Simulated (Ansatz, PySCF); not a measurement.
Dimer: CH5N (SMILES CN) (first 7 atoms) with CH2O2 (SMILES O=CO); geometry from B3LYP-D3(BJ)/def2-TZVP, rigid monomers moved along the line of their centres of mass till N2···H12 is 2.30 Å.
(charge 0, multiplicity 1):
```csv
atom,x (Å),y (Å),z (Å)
C,0.1951,0.6462,0.1549
N,-0.5601,-0.4425,0.7931
H,0.9855,0.9585,0.8359
H,-0.4698,1.4936,-0.0117
H,0.6467,0.3639,-0.8006
H,0.0563,-1.2240,0.9904
H,-1.3030,-0.7782,0.1909
O,1.2589,-0.1161,4.0343
C,0.2424,0.2654,4.5658
O,-0.9422,0.3715,3.9910
H,0.1978,0.5752,5.6207
H,-0.8675,0.0659,3.0185
```

Counterpoise-corrected where a basis set is named; no monomer relaxation.

Frozen-core correlation.

Run with Ansatz (Gaussian basis) for Hartree–Fock, density functionals and correlated methods; PySCF for the dispersion terms. Values without a source in brackets are computed.

PBE/def2-TZVPPD gives -9.02 kcal/mol for the interaction energy.

Problem. Predict the shift from PBE, with its sign, for: PBE-D3(BJ)/def2-TZVPPD, r2SCAN/def2-TZVPPD, B3LYP/def2-TZVPPD, wB97M-V/def2-TZVPPD, MP2/aug-cc-pVDZ, CCSD(T)/aug-cc-pVDZ.

Solution. PBE-D3(BJ)/def2-TZVPPD -0.95; r2SCAN/def2-TZVPPD -0.27; B3LYP/def2-TZVPPD 0.75; wB97M-V/def2-TZVPPD -0.35; MP2/aug-cc-pVDZ 0.05; CCSD(T)/aug-cc-pVDZ 0.16 kcal/mol. 3 of 6 lie above PBE; the widest gap is to PBE-D3(BJ)/def2-TZVPPD.

Ansatz is a quantum-chemistry and plane-wave program.
